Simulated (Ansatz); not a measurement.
C3H6BClO can be A, `C=C(Cl)BOC`, or B, `CC1(Cl)CBO1`.

Isolated molecules relaxed with PBE0-D4/def2-TZVP in Ansatz; ΔE leaves out vibrations. CCSD(T)/CBS adds triple-zeta CCSD(T) − MP2 to the extrapolated MP2 energy (def2 sets, frozen cores). Functionals use def2-TZVPP. B3LYP here is the variant with VWN-RPA as its local correlation; programs differ in this. Each species was taken in one conformer, which may not be the lowest.

A:

Z-matrix (Å, degrees):
```
C
O 1 1.412
H 1 1.092 2 108.8
H 1 1.093 2 111.4 3 120.9
H 1 1.092 2 108.8 3 -118.3
B 2 1.338 1 122.5 3 -120.7
C 6 1.554 2 120.0 1 180.0
H 6 1.203 2 121.1 1 -0.0
Cl 7 1.737 6 118.7 2 0.0
C 7 1.331 6 121.5 2 -180.0
H 10 1.084 7 123.1 6 180.0
H 10 1.084 7 118.8 6 -0.0
```

B:

Z-matrix (Å, degrees):
```
C
Cl 1 1.789
C 1 1.536 2 113.8
O 1 1.443 2 109.2 3 103.2
C 1 1.502 2 109.5 3 -134.8
B 1 2.006 2 123.8 3 57.5
H 3 1.089 1 114.1 2 0.2
H 3 1.091 1 114.7 2 -127.0
H 5 1.092 1 109.4 2 -179.9
H 5 1.090 1 110.0 2 60.3
H 5 1.090 1 110.2 2 -60.1
H 6 1.191 1 170.2 2 99.0
```

Which isomer does CCSD(T)/CBS put lower? Give the gap. (Estimate.)

Ansatz gave: B, by 4.8 kcal/mol.

Give E(B) − E(A) in kcal/mol with B2PLYP, PBE0-D4, B3LYP, CCSD(T)/def2-TZVPP, CCSD/def2-TZVPP, PBE-D4, r2SCAN-D4. (Best estimate.)

Ansatz gave: B2PLYP -1.7, PBE0-D4 -7.0, B3LYP 1.1, CCSD(T)/def2-TZVPP -4.7, CCSD/def2-TZVPP -4.3, PBE-D4 -5.1, r2SCAN-D4 -5.1. The order is the other way round with B3LYP.

Largest T1 diagnostic: 0.013.

The D4 term adds −1.5 kcal/mol with B3LYP and −0.7 kcal/mol with PBE0; it sums over pairs of atoms, weighted by their polarisabilities, and B3LYP, whose exchange is more repulsive, gets the larger term. In def2-TZVPP, CCSD(T) changes the Hartree–Fock value by −6.7 kcal/mol (the triples alone add −0.4 kcal/mol) and MP2 by −9.2 kcal/mol.
